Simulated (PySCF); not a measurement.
Gas-phase reaction: 2 InCH₃ + C₄H₁₀ (n-butane) → 2 InH + 2 C₃H₇ (i-propyl). Level: ωB97X-V/def2-TZVP†; standard pressure 1 bar.

Energies from PySCF, thermal terms from the rigid-rotor harmonic-oscillator model, ideal gas at 1 bar. S°(298 K) at PBE0/def2-TZVP differs from the NASA 1993 table for C₄H₁₀ (n-butane) (-9 J/mol/K); whether the harmonic model or the table's entry is off was not settled. † marks an energy on the PBE0/def2-TZVP geometry and frequencies. Open shells (unrestricted): C₃H₇ (i-propyl) (multiplicity 2); the rest are closed-shell singlets. In: scalar-relativistic def2 core potential, no spin-orbit coupling. InCH₃, InH: computed as isolated molecules; such fragments, hydroxides, amides, oligomers or adducts are transient or little studied in the gas. The harmonic model lacks anharmonicity and excited electronic states, which grow with temperature; levels with a mode under 35 cm⁻¹ are left out. Internal rotation in C₄H₁₀ (n-butane), C₃H₇ (i-propyl) is treated as a harmonic vibration of one conformer, which makes the entropy rough.

```json
[
 {"T (K)": "500", "1000/T (1/K)": "2.0000", "log10 K": "-29.81"},
 {"T (K)": "600", "1000/T (1/K)": "1.6667", "log10 K": "-23.19"},
 {"T (K)": "800", "1000/T (1/K)": "1.2500", "log10 K": "?"},
 {"T (K)": "1000", "1000/T (1/K)": "1.0000", "log10 K": "-9.89"},
 {"T (K)": "1200", "1000/T (1/K)": "0.8333", "log10 K": "-6.56"},
 {"T (K)": "1400", "1000/T (1/K)": "0.7143", "log10 K": "-4.17"}
]
```

Fit log10 K = a + b·(1000/T) to the five rows, get the mean ΔH° and ΔS°, and predict log10 K at 800 K.

Means: 1000/T = 1.2429, log10 K = -14.724. Sums of products about the means: Sxy = -25.10650, Sxx = 1.258997, so b = Sxy/Sxx = -19.94 and a = -14.724 − (-19.94)×1.2429 = 10.06.
ΔH° = −R ln 10 × 1000 K × b = −19.145 × (-19.94) = 382 kJ; ΔS° = R ln 10 × a = 193 J/K. The run's own values go from 380 kJ and 189 J/K at 500 K to 384 kJ and 194 J/K at 1400 K.
Prediction at 800 K: 10.06 + (-19.94)×1.2500 = -14.87. The computed value is -14.89, 0.02 from the line.
For scale, ΔH°(298 K) is 378 kJ at this level, 383 kJ at ωB97M-V/def2-TZVP†, and runs from 240 to 431 kJ over the 16 levels computed.
